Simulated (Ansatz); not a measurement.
CH5FOSn (`O[CH](F)[SnH3]`), relaxed with RKS PBE0-D4/def2-TZVP in Ansatz from a PBE-D4/def2-SVP geometry. The force threshold is 0.005 eV/Å; the program also tests the step.

Total charge 0; spin multiplicity 1. Sn takes the def2 core potential.

Start:

```xyz
9

O     1.689   -0.008    0.830
C     0.973    0.160   -0.338
F     1.253   -0.859   -1.257
Sn   -1.231    0.137   -0.027
H     1.365   -0.814    1.279
H     1.318    1.119   -0.784
H    -1.499   -1.236    0.999
H    -1.760    1.561    0.801
H    -2.108   -0.059   -1.502
```

```tsv
step	energy (eV)	largest force (eV/Å)	largest move (Å)
1	-11709.4175	0.730	0.000
2	-11709.4500	0.188	0.067
3	-11709.4563	0.121	0.021
4	-11709.4568	0.059	0.015
5	-11709.4572	0.030	0.008
6	-11709.4574	0.013	0.007
7	-11709.4574	0.038	0.012
8	-11709.4576	0.014	0.013
9	-11709.4577	0.021	0.026
10 (rejected)	-11709.4577	0.032	0.024
11	-11709.4578	0.010	0.012
12 (rejected)	-11709.4578	0.008	0.009
13	-11709.4579	0.005	0.004
14	-11709.4579	0.005	0.005
15	-11709.4579	0.004	0.002
```

End:

```xyz
9

O     1.678   -0.070    0.811
C     0.945    0.171   -0.327
F     1.253   -0.772   -1.303
Sn   -1.226    0.124   -0.015
H     1.355   -0.866    1.245
H     1.283    1.137   -0.707
H    -1.496   -1.178    1.063
H    -1.733    1.582    0.712
H    -2.060   -0.128   -1.479
```

Hardware: 4 threads of an Arm Neoverse V2 on a shared host. Wall time 34 s, peak host memory 0.42 GiB.
